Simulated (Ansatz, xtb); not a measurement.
**Relative energy of two isomers of C5H8Cl2O**

Structure a is `C/C(O)=C(/C)C(Cl)Cl`, a singlet and structure b is `CC(=O)[C@@H](C)C(Cl)Cl`, a singlet. Both are isolated molecules in the gas phase, relaxed with r2SCAN-D4/def2-SVP; each stands in its lowest conformer found.

Question: Estimate E(b) − E(a) at the level CCSD(T)/def2-SVP + ΔMP2/def2-TZVPP.

Answer: Calculated at CCSD(T)/def2-SVP + ΔMP2/def2-TZVPP: E(b) − E(a) = −42.6 kJ/mol, so structure b lies lower.

Level by level:

```tsv
level	geometry	E(b) − E(a) (kJ/mol)	departure from the last row (kJ/mol)	job, with rough time for the two
GFN2-xTB	GFN2-xTB	−19.0	+23.6	optimisation, 0.57 s
HF/STO-3G	GFN2-xTB	−60.6	−18.0	single point, 1.5 s
r2SCAN-D4/def2-SVP//GFN2-xTB	GFN2-xTB	−41.7	+0.9	single point, 17 s
r2SCAN-D4/def2-SVP	r2SCAN-D4/def2-SVP	−39.3	+3.3	optimisation, 8.8 min
HF/def2-SVP	r2SCAN-D4/def2-SVP	−61.4	−18.8	part of the CCSD(T) run
MP2/def2-SVP	r2SCAN-D4/def2-SVP	−57.0	−14.4	part of the CCSD(T) run
CCSD(T)/def2-SVP	r2SCAN-D4/def2-SVP	−58.8	−16.2	single point
CCSD(T)/def2-SVP + ΔMP2/def2-TZVPP	r2SCAN-D4/def2-SVP	−42.6		single point, 7.9 min
```

As drawn, b has 1 C–C, 1 C=O, 1 C–H in place of 1 C–O, 1 C=C, 1 O–H.

The levels shown agree on the order. The largest departure from CCSD(T)/def2-SVP + ΔMP2/def2-TZVPP is that of GFN2-xTB, 23.6 kJ/mol. The last row adds to CCSD(T) the change of the MP2 difference between the two basis sets, here +16.2 kJ/mol, a large step that makes the value less sure.

With thermal terms from frequencies at re-optimised GFN2-xTB minima (ideal gas, soft modes damped towards free rotors, one conformer each, 298.15 K, 1 atm): on the last row, ΔE + ΔZPE = −41.6, ΔH = −42.1, ΔG = −41.3 kJ/mol.

The correlated steps freeze 16 core orbitals. Mirror images aren't counted in ΔG. Codes used: Ansatz 0.2.0, xtb 6.7.1; the last row on 2 threads of Arm Neoverse N1 on a shared host.
